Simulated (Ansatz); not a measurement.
Species: C4H5S, charge 0, multiplicity 2. It need not be the lowest isomer of its formula. 
Coordinates optimised at B3LYP-D3(BJ)/def2-TZVP (Ansatz, an electronic-structure program):
SMILES: [C]1CSCC=1
```xyz
10

C     -1.4092     0.0065    -0.0855
C     -0.7269    -1.2904    -0.0767
C      0.5733    -1.4364    -0.0013
C      1.3213    -0.1259     0.0772
S      0.0303     1.1969     0.0320
H     -1.9639     0.1946    -1.0050
H     -2.0717     0.1500     0.7683
H      1.1038    -2.3796     0.0072
H      1.8944    -0.0412     1.0019
H      2.0019     0.0033    -0.7660
```
Charge 0, spin multiplicity 2.

Parts of the frozen-core correlation energy in 6-31G (Ansatz, hartree). Frozen orbitals: 9; correlated occupied orbitals by spin: 14 and 13; virtual: 36 and 37. UHF or UKS for open shells. No spin-orbit coupling. Non-relativistic.

```
term                            value
-------------------------  ----------
reference (HF)             -551.71682
MP2 opposite-spin                   …
MP2 same-spin                       …
CCSD correlation                    …
(T)                          -0.01304
T1 diagnostic                   0.031
largest doubles amplitude       0.123
<S^2> of the reference          0.995
```

**Question.** Complete the blanks.

**Answer.** 
- MP2 opposite-spin, value: -0.28268
- MP2 same-spin, value: -0.08772
- CCSD correlation, value: -0.42830
